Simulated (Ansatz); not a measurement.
Coupled-cluster diagnostics for the cluster TiO4H4 (the lowest singlet isomer of a short search), Ansatz.

Geometry of the singlet (PBE-D4/def2-SVP):

```csv
atom,x (Å),y (Å),z (Å)
Ti1,0.147,-0.270,0.092
O2,0.853,1.034,-1.520
O3,0.313,-0.790,1.767
O4,1.074,1.345,-0.104
O5,-1.563,-0.021,-0.421
H6,0.071,1.598,-1.734
H7,0.790,-1.612,-0.761
H8,-2.377,-0.281,0.046
H9,0.692,-1.003,2.634
```

Correlated methods freeze 9 core orbitals; core or outer-core shells of Ti are correlated, in sets that lack core-valence functions. The structure holds one bond between oxygen atoms, so isomers without such links may lie far lower. The structure comes from a short search, and lower isomers may exist.

(1) Estimate the CCSD(T) correlation energy, the shares of MP2 and (T), T1 and the reference's ⟨S²⟩ for: charge 0, singlet, own geometry in def2-TZVP; and the rough time on 2 threads of Arm Neoverse V1 on a shared host.

Results:

(1) 
```json
{"state": "charge 0, singlet, own geometry", "basis": "def2-TZVP", "correlation (eV)": "-38.817", "MP2 share (%)": "95.3", "(T) share (%)": "4.5", "T1": "0.024", "⟨S²⟩ (pure)": "0.00 (0.00)", "wall time": "3.4 min"}
```
Customary marks for T1 are 0.02 (closed shells), 0.045 (open shells) and about 0.05 (3d metals). T1 exceeds 0.02 in 1 of 1 rows and 0.045 in 0; the higher it lies, the less the single-reference result can be trusted.
